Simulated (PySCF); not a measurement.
AlCl₃, charge +1, multiplicity 2. Atoms are numbered in the order given.

```xyz
4

Al     0.0000     0.0000    -0.3213
Cl     0.0000     1.4021     1.2929
Cl     0.0000     0.0000    -2.3402
Cl     0.0000    -1.4021     1.2929
```
Charge +1, spin multiplicity 2.

Geometry optimised at PBE0-D3(BJ)/def2-SVP.

Level of theory: PySCF with PBE/def2-TZVPD.

Isolated molecule, no solvent.

Problem. Estimate the frontier levels, dipole moment and polarisability. (The exact figures need the calculation; the answer reports its results.)

Solution. 
* **α spin, highest occupied and lowest empty level**: -13.79 and -8.28 eV
* **β spin, highest occupied and lowest empty level**: -13.78 and -13.10 eV
* **dipole moment about the centre of nuclear charge**: 0.66 D
* **mean static polarisability**: 71.1 bohr³ (10.54 Å³)
* **polarisability, principal values**: 44.2, 80.8, 88.3 bohr³
* **⟨S²⟩**: 0.752 (pure state 0.75)
